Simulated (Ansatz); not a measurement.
The same substitution along the group B, Al, Ga, In.

Isolated molecules relaxed with PBE0-D4/def2-TZVP in Ansatz; ΔE leaves out vibrations. CCSD(T)/CBS is the MP2 limit (def2-TZVPP, def2-QZVPP) plus CCSD(T) − MP2 in def2-TZVPP, frozen cores. This one scheme is used for every species. DFT in def2-TZVPP. B3LYP here is the variant with VWN-RPA as its local correlation; programs differ in this. def2 core potentials past Kr. For Ga, In outer-core shells are correlated without core-valence functions, which leaves a few kJ/mol of doubt a bond. Scalar relativity is left out up to krypton. One conformer a species, not always the lowest.

```json
{"reaction": "`CBC` + `NO` → `CON` + `BC`", "B3LYP-D4 (kcal/mol)": "20.7"}
{"reaction": "`[CH3][AlH][CH3]` + `NO` → `CON` + `[CH3][AlH2]`", "B3LYP-D4 (kcal/mol)": "18.5"}
{"reaction": "`[CH3][GaH][CH3]` + `NO` → `CON` + `[CH3][GaH2]`", "B3LYP-D4 (kcal/mol)": "15.9"}
{"reaction": "`[CH3][InH][CH3]` + `NO` → `CON` + `[CH3][InH2]`", "B3LYP-D4 (kcal/mol)": "13.1"}
```

(1) Give the CCSD(T)/CBS values in the same order. (An estimate is asked.)

Largest T1 diagnostic: 0.013, for `[CH3][InH2]`.

Results:

(1) The calculation gave: 22.0, 20.2, 18.6, 16.1 kcal/mol.
